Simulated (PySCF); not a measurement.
## How methods differ on the excitation energy of Ba

Ba [Xe] 6s2 (1S) → Ba [Xe] 6s1 6p1 (3P), as a difference of total energies. All numbers are calculated (PySCF 2.14, scalar relativity through the core potential, in def2-TZVPP with the def2 core potential (46 electrons) (6s4p3d1f, 40 functions)). Correlated levels: valence and next inner shell: nothing frozen outside the core potential. The calculations carry no spin-orbit coupling.

```json
{"method": "UHF", "excitation energy (eV)": "0.847"}
{"method": "MP2 (valence and next inner shell)", "excitation energy (eV)": "1.474"}
{"method": "SCS-MP2 (valence and next inner shell)", "excitation energy (eV)": "1.513"}
{"method": "CCSD (valence and next inner shell)", "excitation energy (eV)": "1.474"}
{"method": "CCSD(T) (valence and next inner shell)", "excitation energy (eV)": "1.519"}
```

Problem. How much does correlation contribute at CCSD(T) (valence and next inner shell)?

Solution. 1.519 − (0.847) = 0.672 eV, measured against UHF.

Errors of the correlated levels include the incompleteness of this basis.

The basis was made for the ground configuration and has no added diffuse functions, so the excitation energy can come out too high.

For comparison: 1.622 eV (measured; NIST levels, between the centres of gravity of the two terms).
